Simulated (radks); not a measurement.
The caesium anion Cs-, [Xe] 6s2, held by a Watson sphere: a shell of charge +0.9 at radius R that stands for the Madelung well of a crystal (potential energy -0.9/R inside, -0.9/r outside, in hartree with lengths in bohr). Method: scalar-relativistic Kohn-Sham, LB94 model potential, spin-polarised, spherical densities, finite nucleus; Fermi nuclear charge, rms radius of each element as measured or else 0.836 A^(1/3) + 0.57 fm; computed with a radial shooting solver on a logarithmic mesh with Libxc functionals. Response by self-consistent Sternheimer equations with the Hartree and adiabatic LDA kernel, the relativistic mass of each level held fixed and spin-orbit coupling left out. The sphere does not respond.

[
 {"R (bohr)": "2.74", "e(5s) (eV)": "-32.956", "e(5p) (eV)": "-19.293", "e(6s) (eV)": "-5.189", "<r> 6s (bohr)": "4.642", "sum of <r^2> (bohr^2)": "98.88", "X-ray form factor at sin(theta)/lambda = 0.3 1/angstrom": "38.026", "alpha (bohr^3)": "221.7"},
 {"R (bohr)": "3.57", "e(5s) (eV)": "-31.654", "e(5p) (eV)": "-18.029", "e(6s) (eV)": "-5.061", "<r> 6s (bohr)": "4.772", "sum of <r^2> (bohr^2)": "102.1", "X-ray form factor at sin(theta)/lambda = 0.3 1/angstrom": "38.029", "alpha (bohr^3)": "243.0"},
 {"R (bohr)": "4.05", "e(5s) (eV)": "-31.169", "e(5p) (eV)": "-17.540", "e(6s) (eV)": "-4.918", "<r> 6s (bohr)": "4.885", "sum of <r^2> (bohr^2)": "104.7", "X-ray form factor at sin(theta)/lambda = 0.3 1/angstrom": "38.027", "alpha (bohr^3)": "266.3"},
 {"R (bohr)": "4.22", "e(5s) (eV)": "-31.030", "e(5p) (eV)": "-17.399", "e(6s) (eV)": "-4.860", "<r> 6s (bohr)": "4.927", "sum of <r^2> (bohr^2)": "105.6", "X-ray form factor at sin(theta)/lambda = 0.3 1/angstrom": "38.026", "alpha (bohr^3)": "276.0"},
 {"R (bohr)": "4.39", "e(5s) (eV)": "-30.905", "e(5p) (eV)": "-17.272", "e(6s) (eV)": "-4.799", "<r> 6s (bohr)": "4.971", "sum of <r^2> (bohr^2)": "106.6", "X-ray form factor at sin(theta)/lambda = 0.3 1/angstrom": "38.025", "alpha (bohr^3)": "286.4"},
 {"R (bohr)": "4.68", "e(5s) (eV)": "-30.718", "e(5p) (eV)": "-17.082", "e(6s) (eV)": "-4.692", "<r> 6s (bohr)": "5.045", "sum of <r^2> (bohr^2)": "108.3", "X-ray form factor at sin(theta)/lambda = 0.3 1/angstrom": "38.023", "alpha (bohr^3)": "305.2"},
 {"R (bohr)": "5.09", "e(5s) (eV)": "-30.497", "e(5p) (eV)": "-16.857", "e(6s) (eV)": "-4.538", "<r> 6s (bohr)": "5.146", "sum of <r^2> (bohr^2)": "110.7", "X-ray form factor at sin(theta)/lambda = 0.3 1/angstrom": "38.020", "alpha (bohr^3)": "334.0"},
 {"R (bohr)": "5.15", "e(5s) (eV)": "-30.468", "e(5p) (eV)": "-16.828", "e(6s) (eV)": "-4.515", "<r> 6s (bohr)": "5.161", "sum of <r^2> (bohr^2)": "111.1", "X-ray form factor at sin(theta)/lambda = 0.3 1/angstrom": "38.020", "alpha (bohr^3)": "338.4"}
]
